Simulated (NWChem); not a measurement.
System: GeH$_{3}$F; SMILES [F][GeH3]

Here is an NWChem input.

```
start job
memory heap 200 mb stack 900 mb global 1100 mb
geometry units angstroms
  Ge     0.000000     0.000000    -0.277536
  F      0.000000     0.000000     1.466374
  H     -0.433158    -1.406379    -0.717041
  H      1.434539     0.328063    -0.717041
  H     -1.001381     1.078316    -0.717041
end
basis spherical
  Ge library sto-3g
  F library sto-3g
  H library sto-3g
end
dft
  xc hfexch
  iterations 150
end
driver
  maxiter 120
end
task dft optimize
task dft freq
```

Excerpt of the output:

```
             Northwest Computational Chemistry Package (NWChem) 7.3.0
             --------------------------------------------------------

 C3V symmetry detected

                             Geometry "geometry" -> ""
                             -------------------------

 Output coordinates in angstroms (scale by  1.889725989 to convert to a.u.)

  No.       Tag          Charge          X              Y              Z
 ---- ---------------- ---------- -------------- -------------- --------------
    1 Ge                  32.0000     0.00000000    -0.00000000    -0.32674261
    2 F                    9.0000    -0.00000000    -0.00000000     1.41716739
    3 H                    1.0000     1.04055951     1.04055951    -0.76624761
    4 H                    1.0000    -1.42143072     0.38087121    -0.76624761
    5 H                    1.0000     0.38087121    -1.42143072    -0.76624761

 Effective nuclear repulsion energy (a.u.)     126.5186034836

      Symmetry information
      --------------------

 Group name             C3v
 Group number             17
 Group order               6
 No. of unique centers     3

                                Z-matrix (autoz)
                                --------

 Units are Angstrom for bonds and degrees for angles

      Type          Name      I     J     K     L     M      Value
      ----------- --------  ----- ----- ----- ----- ----- ----------
    1 Stretch                  1     2                       1.74391
    2 Stretch                  1     3                       1.53580
    3 Stretch                  1     4                       1.53580
    4 Stretch                  1     5                       1.53580
    5 Bend                     2     1     3               106.62896
    6 Bend                     2     1     4               106.62896
    7 Bend                     2     1     5               106.62896
    8 Bend                     3     1     4               112.15774
    9 Bend                     3     1     5               112.15774
   10 Bend                     4     1     5               112.15774

  xc_inp: hfexch multiplicative factor not found.

                           NWChem Geometry Optimization
                           ----------------------------

 maximum gradient threshold         (gmax) =   0.000450
 rms gradient threshold             (grms) =   0.000300
 maximum cartesian step threshold   (xmax) =   0.001800
 rms cartesian step threshold       (xrms) =   0.001200
 fixed trust radius                (trust) =   0.300000
 source of zmatrix                         =   autoz

          -------------------
          Energy Minimization
          -------------------

 Using diagonal initial Hessian
 Scaling for Hessian diagonals: bonds = 1.00  angles = 0.25  torsions = 0.10

          --------
          Step   0

                                 NWChem DFT Module
                                 -----------------

 Summary of "ao basis" -> "ao basis" (spherical)
 ------------------------------------------------------------------------------
       Tag                 Description            Shells   Functions and Types
 ---------------- ------------------------------  ------  ---------------------
 Ge                          sto-3g                  8       18   4s3p1d
 F                           sto-3g                  3        5   2s1p
 H                           sto-3g                  1        1   1s

      Symmetry analysis of basis
      --------------------------

        a1         12
        a2          0
        e          14

  Rotation of axis

            General Information
            -------------------
          SCF calculation type: DFT
          Wavefunction type:  closed shell.
          No. of atoms     :     5
          No. of electrons :    44
           Alpha electrons :    22
            Beta electrons :    22
          Charge           :     0
          Spin multiplicity:     1
          Use of symmetry is: on ; symmetry adaption is: on
          Maximum number of iterations: 150
          AO basis - number of functions:    26
                     number of shells:    14
          Convergence on energy requested:  1.00D-06
          Convergence on density requested:  1.00D-05
          Convergence on gradient requested:  5.00D-04

              XC Information
              --------------
                     Hartree-Fock (Exact) Exchange  1.000

      Superposition of Atomic Density Guess
      -------------------------------------

 Sum of atomic energies:       -2151.02268314

      Non-variational initial energy
      ------------------------------

 Total energy =   -2150.756475
 1-e energy   =   -3279.163258
 2-e energy   =    1001.888180
 HOMO         =      -0.261213
 LUMO         =       0.346418

      Symmetry analysis of molecular orbitals - initial
      -------------------------------------------------

  Numbering of irreducible representations:

     1 a1          2 a2          3 e

  Orbital symmetries:

     1 a1          2 a1          3 e           4 e           5 a1
     6 a1          7 a1          8 e           9 e          10 a1
    11 a1         12 a1         13 a1         14 e          15 e
    16 e          17 e          18 e          19 e          20 a1
    21 e          22 e          23 a1         24 a1         25 e
    26 e

   convergence    iter        energy       DeltaE   RMS-Dens  Diis-err
 ---------------- ----- ----------------- --------- --------- ---------
 d= 0,ls=0.0,diis     1  -2151.4818918732 -2.28D+03  2.59D-02  1.69D-01
 d= 0,ls=0.0,diis     2  -2151.5335040328 -5.16D-02  5.26D-03  8.71D-03
 d= 0,ls=0.0,diis     3  -2151.5360454287 -2.54D-03  3.05D-03  1.05D-03
 d= 0,ls=0.0,diis     4  -2151.5364933142 -4.48D-04  2.42D-04  9.77D-06
 d= 0,ls=0.0,diis     5  -2151.5364966038 -3.29D-06  2.53D-05  1.39D-07
 d= 0,ls=0.0,diis     6  -2151.5364966452 -4.14D-08  3.39D-06  3.61D-09

         Total DFT energy =    -2151.536496645164
      One electron energy =    -3274.021184647921
           Coulomb energy =     1086.050957249876
    Exchange-Corr. energy =      -90.084872730754
 Nuclear repulsion energy =      126.518603483635

 Numeric. integr. density =        0.000000000000

                  Occupations of the irreducible representations
                  ----------------------------------------------

                     irrep           alpha         beta
                     --------     --------     --------
                     a1               10.0         10.0
                     a2                0.0          0.0
                     e                12.0         12.0

                       DFT Final Molecular Orbital Analysis
                       ------------------------------------

 Vector   20  Occ=2.000000D+00  E=-4.149671D-01  Symmetry=a1
              MO Center= -3.5D-16, -1.9D-17,  7.7D-01, r^2= 1.8D+00
   Bfn.  Coefficient  Atom+Function         Bfn.  Coefficient  Atom+Function
  ----- ------------  ---------------      ----- ------------  ---------------
    23      0.731882  2 F  pz                13     -0.450806  1 Ge pz
    20      0.246099  2 F  s                  9      0.156758  1 Ge pz
    24      0.155868  3 H  s                 25      0.155868  4 H  s
    26      0.155868  5 H  s                 16      0.142077  1 Ge d  0
    10     -0.053455  1 Ge s                  5     -0.048506  1 Ge pz

 Vector   21  Occ=2.000000D+00  E=-3.777499D-01  Symmetry=e
              MO Center= -7.5D-02, -2.4D-01,  4.8D-01, r^2= 2.3D+00
   Bfn.  Coefficient  Atom+Function         Bfn.  Coefficient  Atom+Function
  ----- ------------  ---------------      ----- ------------  ---------------
    22      0.649260  2 F  py                26      0.407874  5 H  s
    21     -0.394503  2 F  px                25     -0.307119  4 H  s
    12     -0.202265  1 Ge py                11      0.122900  1 Ge px
    24     -0.100755  3 H  s                 18      0.095964  1 Ge d  2
     8      0.084289  1 Ge py                15     -0.083448  1 Ge d -1

[...]

      ----------------------
      Optimization converged
      ----------------------

  Step       Energy      Delta E   Gmax     Grms     Xrms     Xmax
  ---- ---------------- -------- -------- -------- -------- --------
@    4   -2151.54941440 -5.8D-08  0.00000  0.00000  0.00015  0.00040
                                     ok       ok       ok       ok

                                Z-matrix (autoz)
                                --------

 Units are Angstrom for bonds and degrees for angles

      Type          Name      I     J     K     L     M      Value     Gradient
      ----------- --------  ----- ----- ----- ----- ----- ---------- ----------
    1 Stretch                  1     2                       1.70521    0.00000
    2 Stretch                  1     3                       1.43575    0.00000
    3 Stretch                  1     4                       1.43575    0.00000
    4 Stretch                  1     5                       1.43575    0.00000
    5 Bend                     2     1     3               108.22467    0.00000
    6 Bend                     2     1     4               108.22467    0.00000
    7 Bend                     2     1     5               108.22467    0.00000
    8 Bend                     3     1     4               110.68849   -0.00000
    9 Bend                     3     1     5               110.68849   -0.00000
   10 Bend                     4     1     5               110.68849   -0.00000

                         Geometry "geometry" -> "geometry"
                         ---------------------------------

 Output coordinates in angstroms (scale by  1.889725989 to convert to a.u.)

  No.       Tag          Charge          X              Y              Z
 ---- ---------------- ---------- -------------- -------------- --------------
    1 Ge                  32.0000     0.00000000     0.00000000    -0.31329204
    2 F                    9.0000    -0.00000000    -0.00000000     1.39191832
    3 H                    1.0000     0.96430384     0.96430384    -0.76231479
    4 H                    1.0000    -1.31726354     0.35295970    -0.76231479
    5 H                    1.0000     0.35295970    -1.31726354    -0.76231479

 Effective nuclear repulsion energy (a.u.)     131.0337958313

      Symmetry information
      --------------------

 Group name             C3v
 Group number             17
 Group order               6
 No. of unique centers     3

                Final and change from initial internal coordinates
                --------------------------------------------------

                                Z-matrix (autoz)
                                --------

 Units are Angstrom for bonds and degrees for angles

      Type          Name      I     J     K     L     M      Value       Change
      ----------- --------  ----- ----- ----- ----- ----- ---------- ----------
    1 Stretch                  1     2                       1.70521   -0.03870
    2 Stretch                  1     3                       1.43575   -0.10005
    3 Stretch                  1     4                       1.43575   -0.10005
    4 Stretch                  1     5                       1.43575   -0.10005
    5 Bend                     2     1     3               108.22467    1.59571
    6 Bend                     2     1     4               108.22467    1.59571
    7 Bend                     2     1     5               108.22467    1.59571
    8 Bend                     3     1     4               110.68849   -1.46925
    9 Bend                     3     1     5               110.68849   -1.46925
   10 Bend                     4     1     5               110.68849   -1.46925

 ==============================================================================
                                internuclear distances
 ------------------------------------------------------------------------------
       center one      |      center two      | atomic units |  angstroms
 ------------------------------------------------------------------------------
    2 F                |   1 Ge               |     3.22238  |     1.70521
    3 H                |   1 Ge               |     2.71318  |     1.43575
    4 H                |   1 Ge               |     2.71318  |     1.43575
    5 H                |   1 Ge               |     2.71318  |     1.43575
 ------------------------------------------------------------------------------
                         number of included internuclear distances:          4
 ==============================================================================

[second-derivative integrals and response iterations left out]

  Vibrational analysis via the FX method

  See chapter 2 in "Molecular Vibrations" by Wilson, Decius and Cross

  Vib: Default input used

[...]

 Rotational Constants
 --------------------
 A=   2.998030 cm-1  (  4.313399 K)
 B=   0.346709 cm-1  (  0.498826 K)
 C=   0.346709 cm-1  (  0.498826 K)

 Temperature                      =   298.15K
 frequency scaling parameter      =   1.0000

 Zero-Point correction to Energy  =   18.552 kcal/mol  (  0.029565 au)
 Thermal correction to Energy     =   20.544 kcal/mol  (  0.032739 au)
 Thermal correction to Enthalpy   =   21.136 kcal/mol  (  0.033683 au)

 Total Entropy                    =   59.320 cal/mol-K
   - Translational                =   39.577 cal/mol-K (mol. weight =  95.9438)
   - Rotational                   =   18.840 cal/mol-K (symmetry #  =        3)
   - Vibrational                  =    0.903 cal/mol-K

 Cv (constant volume heat capacity) =    8.911 cal/mol-K
   - Translational                  =    2.979 cal/mol-K
   - Rotational                     =    2.979 cal/mol-K
   - Vibrational                    =    2.952 cal/mol-K

[normal modes left out]

 ----------------------------------------------------------------------------
 Normal Eigenvalue ||           Projected Infra Red Intensities
  Mode   [cm**-1]  || [atomic units] [(debye/angs)**2] [(KM/mol)] [arbitrary]
 ------ ---------- || -------------- ----------------- ---------- -----------
    1       -0.000 ||    0.000267           0.006         0.260       0.077
    2       -0.000 ||    0.000000           0.000         0.000       0.000
    3       -0.000 ||    0.001004           0.023         0.979       0.288
    4       -0.000 ||    0.001022           0.024         0.996       0.294
    5        0.000 ||    0.000248           0.006         0.242       0.071
    6        0.000 ||    0.000000           0.000         0.000       0.000
    7      725.656 ||    0.010278           0.237        10.019       2.952
    8      776.544 ||    0.083096           1.917        81.006      23.871
    9      776.544 ||    0.083096           1.917        81.006      23.871
   10     1115.774 ||    0.209904           4.843       204.625      60.299
   11     1124.499 ||    0.064999           1.500        63.364      18.672
   12     1124.499 ||    0.064999           1.500        63.364      18.672
   13     2428.554 ||    0.001318           0.030         1.285       0.379
   14     2428.554 ||    0.001318           0.030         1.285       0.379
   15     2483.199 ||    0.000608           0.014         0.593       0.175
 ----------------------------------------------------------------------------
```

Level: Hartree-Fock/STO-3G.
